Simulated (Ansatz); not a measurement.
Reaction (atomization): `B[SiH2]C(N)O` → B• + C• + 8 H• + N• + O• + Si•

Computed with Ansatz on PBE0-D4/def2-TZVP structures; ΔE is electronic, products minus reactants. CCSD(T)/CBS is the MP2 limit (def2-TZVPP, def2-QZVPP) plus CCSD(T) − MP2 in def2-TZVPP, frozen cores. This one scheme is used for every species, atoms too. Functionals use def2-TZVPP. B3LYP here is the variant with VWN-RPA as its local correlation; programs differ in this. Open shells (•) are unrestricted, without spin–orbit coupling. Spin–orbit coupling would lower the free atoms: a little for B, C, O, Si. Each species was taken in one conformer, which may not be the lowest.

```tsv
level	ΔE (kcal/mol)
PBE0-D4	1050.0
B3LYP	1044.7
HF/def2-TZVPP	748.6
CCSD(T)/def2-TZVPP	1020.3
MP2/def2-QZVPP	1048.0
SCS-MP2/def2-QZVPP	1052.8
MP2/CBS(def2)	1060.1
CCSD/CBS(def2)	1035.5
```

Question: What does CCSD(T)/CBS give? (An estimate is asked.)

Answer: The calculation gave: +1049.9 kcal/mol. The listed levels differ from it by 0.1, -5.2, -301.3, -29.6, -1.9, 2.9, 10.2, -14.4 kcal/mol.

Largest T1 diagnostic among the species: 0.014.

In def2-TZVPP, CCSD(T) changes the Hartree–Fock value by +271.7 kcal/mol (the triples alone add +14.3 kcal/mol) and MP2 by +281.9 kcal/mol; breaking electron pairs costs correlation energy, which Hartree–Fock lacks. The D4 term adds +9.4 kcal/mol with B3LYP and +5.0 kcal/mol with PBE0; it sums over pairs of atoms, weighted by their polarisabilities, and B3LYP, whose exchange is more repulsive, gets the larger term.

For atomizations the MP2-based limit and the directly extrapolated one differ by several kJ/mol either way, and by 10 to 25 for some Ge, Se and Sn compounds, so smaller differences from it don't rank the levels.
